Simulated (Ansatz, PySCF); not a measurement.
Si(I)3(OH) (HI₃OSi), SMILES O[Si](I)(I)I. Atoms are numbered in the order given.

```xyz
6

O      0.1229    -2.2522     0.0000
Si     0.0282    -0.6093     0.0000
I     -1.1621     0.1752    -1.9849
I      2.3152     0.1860     0.0000
I     -1.1621     0.1751     1.9849
H     -0.7123    -2.7352     0.0000
```

Geometry: PBE0-D3(BJ)/def2-SVP. The def2 effective core potentials stand for the cores of I; spin–orbit coupling is left out. One conformer was computed; it need not be the lowest.

Two levels are set side by side: PBE-D3(BJ)/def2-SVP (Ansatz, a quantum-chemistry and plane-wave program) and PBE0-D3(BJ)/def2-SVP (Ansatz). Each level has its own optimised geometry; the coordinates shown are those of the second. Frequencies come from the Hessian of PySCF at each geometry. Differences are taken from unrounded values.

```csv
quantity,PBE0-D3(BJ),PBE-D3(BJ),PBE-D3(BJ) minus PBE0-D3(BJ)
mean bond length (Å),1.984,2.004,0.020
bond O1–Si2 (Å),1.646,1.665,0.019
bond Si2–I3 (Å),2.444,2.468,0.024
bond Si2–I4 (Å),2.421,2.443,0.022
bond Si2–I5 (Å),2.444,2.468,0.024
bond O1–H6 (Å),0.965,0.977,0.012
highest harmonic wavenumber (cm⁻¹),3892,3720,-172
mean harmonic wavenumber (cm⁻¹),632,605,-26
zero-point energy (kcal/mol),10.83,10.38,-0.45
```

GGA bonds tend to be longer and softer than those of functionals with exact exchange. Differences between two approximate levels are no errors against the true value.
